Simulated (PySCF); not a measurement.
Species: C3H6Ge.
SMILES with atom numbers: `[CH:1]#[C:2][CH2:3][GeH3:4]` (hydrogens: H5 on C1; H6, H7 on C3; H8, H9, H10 on Ge4)

Computed, not measured: PBE0-D3(BJ)/def2-SVP geometry optimisation, gas phase (PySCF).

(1) Give the optimised bond lengths and angles.

Answers

(1) 
| bond | length (bohr) |
| --- | --- |
| C1≡C2 | 2.291 |
| C2–C3 | 2.736 |
| C3–Ge4 | 3.736 |
| C1–H5 | 2.029 |
| C3–H6, C3–H7 | 2.083 |
| Ge4–H8, Ge4–H9, Ge4–H10 | 2.907 |

Bonds in one row agree within 0.02 bohr and their mean is given. A selection of angles:
| angle | degrees |
| --- | --- |
| C2–C1–H5 | 179.4 |
| C1–C2–C3 | 178.0 |
| C2–C3–Ge4 | 111.4 |
| C2–C3–H6 | 110.9 |
| Ge4–C3–H6 | 108.2 |
| H6–C3–H7 | 107.2 |
| C3–Ge4–H8 | 108.8 |
| H8–Ge4–H9 | 109.8 |

Ge4 (germanium bonded to C and 3 H) is tetrahedral (angles from 108.8° to 110.0°). The 2 C–C bonds span 1.212 Å (C1≡C2, drawn triple) to 1.448 Å (C2–C3, drawn single), a spread of 0.236 Å. The 4 heavy atoms lie in one plane (0.000 Å rms).

Point group: Cs (every atom within 0.08 Å of its image). No PBE0-D3(BJ)/def2-SVP frequencies stand behind this structure, so it isn't proved a minimum.
